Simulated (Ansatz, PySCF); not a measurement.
Reaction R1 → P1 + P2, each structure at its B3LYP-D3(BJ)/def2-TZVP stationary point, reached from a drawn start (curvature not checked).
R1, H2O2Zn (SMILES [OH][Zn][OH]) (charge 0, multiplicity 1):
| atom | x (Å) | y (Å) | z (Å) |
|---|---|---|---|
| Zn | 0.0018 | 0.0948 | 0.1402 |
| O | 1.7695 | 0.0055 | 0.2886 |
| H | 2.1434 | -0.8687 | 0.1434 |
| O | -1.7639 | 0.2870 | 0.1434 |
| H | -2.1508 | 0.4813 | -0.7155 |
P1, HOZn (SMILES [OH][Zn]) (charge 0, multiplicity 2, Z-matrix in Å and degrees):
```
O
H 1 0.9650
Zn 1 1.8444 2 112.90
```
P2: OH (SMILES [OH]), charge 0, multiplicity 2.

P less R. No zero-point or thermal terms; singlets are restricted closed shells; open shells are unrestricted; no spin–orbit coupling. The spin states of the d-block species are the ones drawn and need not be the lowest.

Correlated levels freeze the cores.

Codes used: Ansatz (a first-principles code) with Gaussian orbitals; PySCF for the D3/D4 terms. All values are computed, each at the level named.

```tsv
level	reaction energy (kcal/mol)
HF/def2-QZVPP	61.18
BLYP/def2-TZVPP	94.91
r2SCAN-D3(BJ)/def2-TZVPP	97.01
B97M-V/def2-TZVPP	98.35
PBE0/def2-TZVPP	95.47
BHLYP/def2-TZVPP	89.01
MP2/def2-SVP	98.83
MP2/def2-QZVPP	109.53
CCSD(T)/def2-QZVPP	___
```

Problem. What belongs in the gaps?

Solution. 
- CCSD(T)/def2-QZVPP, reaction energy (kcal/mol): 100.78
